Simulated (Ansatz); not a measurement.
Ansatz (a first-principles code) input file for Se(OH)(NMe2) (C2H7NOSe), SMILES CN(C)[Se]O, PBE0-D3(BJ)/def2-SVP. 

Ansatz 0.2 input:
```yaml
crystal:
  periodic: [false, false, false]
  atoms:
    - {symbol: Se, position_ang: [0.66451855, 0.29918717, 0.42612238]}
    - {symbol: O, position_ang: [0.15754216, 1.97980168, 0.00449343]}
    - {symbol: H, position_ang: [-0.57517251, 2.25987700, 0.56077259]}
    - {symbol: N, position_ang: [-0.73851017, -0.56689030, -0.40851684]}
    - {symbol: C, position_ang: [-1.50663276, -1.47929819, 0.41111066]}
    - {symbol: C, position_ang: [-0.45432078, -1.10223093, -1.72354103]}
    - {symbol: H, position_ang: [-2.48675058, -1.61917276, -0.05034323]}
    - {symbol: H, position_ang: [-1.03370238, -2.46310801, 0.51661234]}
    - {symbol: H, position_ang: [-1.64381681, -1.04461477, 1.39989670]}
    - {symbol: H, position_ang: [0.07203303, -2.06386430, -1.69234594]}
    - {symbol: H, position_ang: [-1.39860759, -1.24337747, -2.25375005]}
    - {symbol: H, position_ang: [0.14734104, -0.37911040, -2.27075078]}
basis:
  gaussian:
    orbitals: def2-SVP
hamiltonian:
  xc: pbe0
  dispersion: d3bj
relax: {f_tol: 0.002, max_steps: 200}
```

Program output:

```
WARN ansatz: RAYON_NUM_THREADS=1 ignored (pool sized by the plan → 1); use --threads N
Functional definition: PBE0
integrals: 0.09 GiB planned
1339 factors; integrals over basis functions are off by at most 2.7e-4 eV
mean field: 0.66 GiB planned
mean field evaluation 1: about -71038.6239 eV, gradient 6.3e1 eV
mean field evaluation 2: about -71026.6884 eV, gradient 9.7e1 eV
mean field evaluation 4: about -71046.9620 eV, gradient 3.5e0 eV
mean field evaluation 8: about -71047.0189 eV, gradient 1.3e-1 eV
mean field evaluation 16: about -71047.0190 eV, gradient 1.7e-5 eV
mean field -71047.01897054 eV, -2610.9297897681 hartree, gradient 1.7e-5 eV, S^2 0.000000; 0 other end points of the search recorded, 0 dependent functions left out
the calculation of the forces begins
reference -71047.01899576 eV, -2610.9297906952 hartree; 34, 34 occupied and 89, 89 virtual orbitals, 1339 factors
relax step   1: F+E_penalty+E_count = -71047.24667854 eV  Δ(F+E_penalty+E_count) = +0.000e0 eV  max|allowed force component| = 7.040e-1 eV/Å  Δτ_max = 0.0000 Å  (27 SCF iters, accepted)
these checks for a lower state are left out or cut short: starts, cluster_reference, orbital_swaps, neighbouring_geometries, increment
integrals: 0.09 GiB planned
1339 factors; integrals over basis functions are off by at most 2.8e-4 eV
mean field: 0.66 GiB planned
mean field -71047.08181126 eV, -2610.9320991220 hartree, gradient 8.9e-6 eV, S^2 0.000000; 0 other end points of the search recorded, 0 dependent functions left out
the calculation of the forces begins
reference -71047.08183653 eV, -2610.9321000507 hartree; 34, 34 occupied and 89, 89 virtual orbitals, 1339 factors
relax step   2: F+E_penalty+E_count = -71047.30674804 eV  Δ(F+E_penalty+E_count) = -6.007e-2 eV  max|allowed force component| = 5.133e-1 eV/Å  Δτ_max = 0.1002 Å  (31 SCF iters, accepted)
these checks for a lower state are left out or cut short: starts, cluster_reference, orbital_swaps, neighbouring_geometries, increment
integrals: 0.09 GiB planned
1339 factors; integrals over basis functions are off by at most 2.8e-4 eV
mean field: 0.66 GiB planned
mean field -71047.10983694 eV, -2610.9331290470 hartree, gradient 1.4e-5 eV, S^2 0.000000; 0 other end points of the search recorded, 0 dependent functions left out
the calculation of the forces begins
reference -71047.10986233 eV, -2610.9331299798 hartree; 34, 34 occupied and 89, 89 virtual orbitals, 1339 factors
relax step   3: F+E_penalty+E_count = -71047.33455520 eV  Δ(F+E_penalty+E_count) = -2.781e-2 eV  max|allowed force component| = 4.016e-1 eV/Å  Δτ_max = 0.1194 Å  (30 SCF iters, accepted)
these checks for a lower state are left out or cut short: starts, cluster_reference, orbital_swaps, neighbouring_geometries, increment
integrals: 0.09 GiB planned
1339 factors; integrals over basis functions are off by at most 2.8e-4 eV
mean field: 0.66 GiB planned
mean field evaluation 32: about -71046.9801 eV, gradient 5.5e0 eV
mean field -71047.12839486 eV, -2610.9338110378 hartree, gradient 1.6e-5 eV, S^2 0.000000; 0 other end points of the search recorded, 0 dependent functions left out
the calculation of the forces begins
reference -71047.12842027 eV, -2610.9338119718 hartree; 34, 34 occupied and 89, 89 virtual orbitals, 1339 factors
relax step   4: F+E_penalty+E_count = -71047.35318076 eV  Δ(F+E_penalty+E_count) = -1.863e-2 eV  max|allowed force component| = 3.729e-1 eV/Å  Δτ_max = 0.0813 Å  (29 SCF iters, accepted)
these checks for a lower state are left out or cut short: starts, cluster_reference, orbital_swaps, neighbouring_geometries, increment
integrals: 0.09 GiB planned
1339 factors; integrals over basis functions are off by at most 3.0e-4 eV
mean field: 0.66 GiB planned
mean field -71047.17153795 eV, -2610.9353965170 hartree, gradient 9.0e-6 eV, S^2 0.000000; 0 other end points of the search recorded, 0 dependent functions left out
the calculation of the forces begins
reference -71047.17156332 eV, -2610.9353974494 hartree; 34, 34 occupied and 89, 89 virtual orbitals, 1339 factors
relax step   5: F+E_penalty+E_count = -71047.39724922 eV  Δ(F+E_penalty+E_count) = -4.407e-2 eV  max|allowed force component| = 2.119e-1 eV/Å  Δτ_max = 0.2000 Å  (30 SCF iters, accepted)
these checks for a lower state are left out or cut short: starts, cluster_reference, orbital_swaps, neighbouring_geometries, increment
integrals: 0.09 GiB planned
1339 factors; integrals over basis functions are off by at most 3.2e-4 eV
mean field: 0.66 GiB planned
mean field -71047.18575691 eV, -2610.9359190542 hartree, gradient 1.6e-5 eV, S^2 0.000000; 0 other end points of the search recorded, 0 dependent functions left out
the calculation of the forces begins
reference -71047.18578229 eV, -2610.9359199871 hartree; 34, 34 occupied and 89, 89 virtual orbitals, 1339 factors
relax step   6: F+E_penalty+E_count = -71047.41105172 eV  Δ(F+E_penalty+E_count) = -1.380e-2 eV  max|allowed force component| = 6.084e-1 eV/Å  Δτ_max = 0.1218 Å  (29 SCF iters, accepted)
these checks for a lower state are left out or cut short: starts, cluster_reference, orbital_swaps, neighbouring_geometries, increment
integrals: 0.09 GiB planned
1339 factors; integrals over basis functions are off by at most 3.5e-4 eV
mean field: 0.66 GiB planned
mean field -71047.18880349 eV, -2610.9360310142 hartree, gradient 2.1e-5 eV, S^2 0.000000; 0 other end points of the search recorded, 0 dependent functions left out
the calculation of the forces begins
reference -71047.18882882 eV, -2610.9360319450 hartree; 34, 34 occupied and 89, 89 virtual orbitals, 1339 factors
relax step   7: F+E_penalty+E_count = -71047.41558642 eV  Δ(F+E_penalty+E_count) = -4.535e-3 eV  max|allowed force component| = 6.326e-1 eV/Å  Δτ_max = 0.1952 Å  (28 SCF iters, accepted)
these checks for a lower state are left out or cut short: starts, cluster_reference, orbital_swaps, neighbouring_geometries, increment
integrals: 0.09 GiB planned
1339 factors; integrals over basis functions are off by at most 3.6e-4 eV
mean field: 0.66 GiB planned
mean field evaluation 64: about -71047.2431 eV, gradient 1.3e-3 eV
mean field -71047.24313880 eV, -2610.9380278000 hartree, gradient 2.7e-5 eV, S^2 0.000000; 0 other end points of the search recorded, 0 dependent functions left out
the calculation of the forces begins
reference -71047.24316395 eV, -2610.9380287241 hartree; 34, 34 occupied and 89, 89 virtual orbitals, 1339 factors
relax step   8: F+E_penalty+E_count = -71047.47148313 eV  Δ(F+E_penalty+E_count) = -5.590e-2 eV  max|allowed force component| = 1.888e-1 eV/Å  Δτ_max = 0.2000 Å  (29 SCF iters, accepted)
these checks for a lower state are left out or cut short: starts, cluster_reference, orbital_swaps, neighbouring_geometries, increment
integrals: 0.09 GiB planned
1339 factors; integrals over basis functions are off by at most 3.6e-4 eV
mean field: 0.66 GiB planned
mean field -71047.24734778 eV, -2610.9381824772 hartree, gradient 1.4e-5 eV, S^2 0.000000; 0 other end points of the search recorded, 0 dependent functions left out
the calculation of the forces begins
reference -71047.24737266 eV, -2610.9381833913 hartree; 34, 34 occupied and 89, 89 virtual orbitals, 1339 factors
relax step   9: F+E_penalty+E_count = -71047.47784069 eV  Δ(F+E_penalty+E_count) = -6.358e-3 eV  max|allowed force component| = 1.963e-1 eV/Å  Δτ_max = 0.0986 Å  (29 SCF iters, accepted)
these checks for a lower state are left out or cut short: starts, cluster_reference, orbital_swaps, neighbouring_geometries, increment
integrals: 0.09 GiB planned
1339 factors; integrals over basis functions are off by at most 3.7e-4 eV
mean field: 0.66 GiB planned
mean field -71047.25197289 eV, -2610.9383524466 hartree, gradient 1.6e-5 eV, S^2 0.000000; 0 other end points of the search recorded, 0 dependent functions left out
the calculation of the forces begins
reference -71047.25199773 eV, -2610.9383533596 hartree; 34, 34 occupied and 89, 89 virtual orbitals, 1339 factors
relax step  10: F+E_penalty+E_count = -71047.48269069 eV  Δ(F+E_penalty+E_count) = -4.850e-3 eV  max|allowed force component| = 5.406e-2 eV/Å  Δτ_max = 0.0680 Å  (29 SCF iters, accepted)
these checks for a lower state are left out or cut short: starts, cluster_reference, orbital_swaps, neighbouring_geometries, increment
integrals: 0.09 GiB planned
1339 factors; integrals over basis functions are off by at most 3.7e-4 eV
mean field: 0.66 GiB planned
mean field -71047.25252872 eV, -2610.9383728729 hartree, gradient 1.3e-5 eV, S^2 0.000000; 0 other end points of the search recorded, 0 dependent functions left out
the calculation of the forces begins
reference -71047.25255355 eV, -2610.9383737854 hartree; 34, 34 occupied and 89, 89 virtual orbitals, 1339 factors
relax step  11: F+E_penalty+E_count = -71047.48339251 eV  Δ(F+E_penalty+E_count) = -7.018e-4 eV  max|allowed force component| = 1.870e-2 eV/Å  Δτ_max = 0.0266 Å  (29 SCF iters, accepted)
these checks for a lower state are left out or cut short: starts, cluster_reference, orbital_swaps, neighbouring_geometries, increment
integrals: 0.09 GiB planned
1339 factors; integrals over basis functions are off by at most 3.8e-4 eV
mean field: 0.66 GiB planned
mean field -71047.25262375 eV, -2610.9383763653 hartree, gradient 1.3e-5 eV, S^2 0.000000; 0 other end points of the search recorded, 0 dependent functions left out
the calculation of the forces begins
reference -71047.25264857 eV, -2610.9383772773 hartree; 34, 34 occupied and 89, 89 virtual orbitals, 1339 factors
relax step  12: F+E_penalty+E_count = -71047.48352840 eV  Δ(F+E_penalty+E_count) = -1.359e-4 eV  max|allowed force component| = 1.110e-2 eV/Å  Δτ_max = 0.0187 Å  (31 SCF iters, accepted)
these checks for a lower state are left out or cut short: starts, cluster_reference, orbital_swaps, neighbouring_geometries, increment
integrals: 0.09 GiB planned
1339 factors; integrals over basis functions are off by at most 3.8e-4 eV
mean field: 0.66 GiB planned
mean field evaluation 96: about -71047.2526 eV, gradient 2.0e-1 eV
mean field -71047.25269374 eV, -2610.9383789373 hartree, gradient 2.0e-5 eV, S^2 0.000000; 0 other end points of the search recorded, 0 dependent functions left out
the calculation of the forces begins
reference -71047.25271856 eV, -2610.9383798496 hartree; 34, 34 occupied and 89, 89 virtual orbitals, 1339 factors
relax step  13: F+E_penalty+E_count = -71047.48354722 eV  Δ(F+E_penalty+E_count) = -1.881e-5 eV  max|allowed force component| = 6.236e-3 eV/Å  Δτ_max = 0.0042 Å  (23 SCF iters, accepted)
these checks for a lower state are left out or cut short: starts, cluster_reference, orbital_swaps, neighbouring_geometries, increment
integrals: 0.09 GiB planned
1339 factors; integrals over basis functions are off by at most 3.8e-4 eV
mean field: 0.66 GiB planned
mean field -71047.25268620 eV, -2610.9383786605 hartree, gradient 2.0e-5 eV, S^2 0.000000; 0 other end points of the search recorded, 0 dependent functions left out
the calculation of the forces begins
reference -71047.25271103 eV, -2610.9383795727 hartree; 34, 34 occupied and 89, 89 virtual orbitals, 1339 factors
relax step  14: F+E_penalty+E_count = -71047.48354910 eV  Δ(F+E_penalty+E_count) = -1.888e-6 eV  max|allowed force component| = 1.483e-3 eV/Å  Δτ_max = 0.0009 Å  (21 SCF iters, accepted)
integrals: 0.09 GiB planned
1339 factors; integrals over basis functions are off by at most 3.8e-4 eV
mean field: 0.66 GiB planned
mean field -71047.25268620 eV, -2610.9383786605 hartree, gradient 2.0e-5 eV, S^2 0.000000; 1 other end points of the search recorded, 0 dependent functions left out
the calculation of the forces begins
reference -71047.25271103 eV, -2610.9383795727 hartree; 34, 34 occupied and 89, 89 virtual orbitals, 1339 factors
Total energy: -71047.48357393 eV, -2610.9468636278 hartree
Atom 0 at     0.638379     0.544377     0.257851 Å, force    -0.000874    -0.000288     0.000502 eV/Å
Atom 1 at    -0.485590     1.923007    -0.160891 Å, force    -0.001072    -0.000311     0.001349 eV/Å
Atom 2 at    -1.065897     2.045298     0.601309 Å, force     0.001427    -0.000071    -0.001483 eV/Å
Atom 3 at    -0.222526    -0.932876    -0.294761 Å, force     0.000092     0.000936    -0.000178 eV/Å
Atom 4 at    -1.347798    -1.413004     0.475896 Å, force     0.001038    -0.000108    -0.000314 eV/Å
Atom 5 at    -0.326367    -1.176372    -1.717919 Å, force     0.000245    -0.000331     0.000847 eV/Å
Atom 6 at    -2.295687    -0.900545     0.216924 Å, force    -0.000409     0.000358    -0.000187 eV/Å
Atom 7 at    -1.490911    -2.491555     0.291856 Å, force    -0.000159    -0.000205    -0.000160 eV/Å
Atom 8 at    -1.154669    -1.270040     1.547785 Å, force     0.000223     0.000115     0.000541 eV/Å
Atom 9 at    -0.464811    -2.255989    -1.899090 Å, force    -0.000125    -0.000367    -0.000329 eV/Å
Atom 10 at    -1.176814    -0.639744    -2.180808 Å, force    -0.000616     0.000153    -0.000484 eV/Å
Atom 11 at     0.596613    -0.855359    -2.218391 Å, force     0.000230     0.000120    -0.000103 eV/Å
Dipole moment:    -0.278063    -0.288761     0.160991 e Å
```

Self-consistency was reached.

Cost: about 60 core-seconds (a rough figure).
